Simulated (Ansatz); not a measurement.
Task: Name a neutral molecule of Cl, I, Sn with HOMO energy (B3LYP/def2-TZVPP) between -8.05 and -7.75 eV and HOMO–LUMO gap (ωB97M-V/def2-TZVPP) between 8.70 and 9.00 eV (Ansatz, PBE0-D4/def2-TZVP geometry).

Result: `[Cl][Sn]([Cl])([I])[I]` (-7.97 eV, 8.73 eV). Other molecules can fit too; these were computed, each in one conformer that needn't be the lowest.

B3LYP here is the variant with VWN-RPA as its local correlation; programs differ in this.
